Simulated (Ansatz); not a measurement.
Ansatz results at the PBE0-D4/def2-TZVP geometry: HOMO energy (ωB97M-V/def2-TZVPP) -9.84 eV; LUMO energy (PBE/def2-TZVPP) -1.12 eV; size of the dipole moment (ωB97M-V/def2-TZVPP) 0.01 D.

**Question.** Which molecule gave them?
A. `[SiH3][O][GeH3]`
B. `FC(F)(F)[O][GeH2][Cl]`
C. `[SiH3][Ge]([SiH3])([SiH3])[SiH3]`
D. `C[O][GeH]([F])[C]#N`

**Answer.** C. The others give `FC(F)(F)[O][GeH2][Cl]`: -11.67, -1.50, 3.03; `[SiH3][O][GeH3]`: -10.77, -1.13, 1.30; `C[O][GeH]([F])[C]#N`: -11.47, -2.02, 4.42.
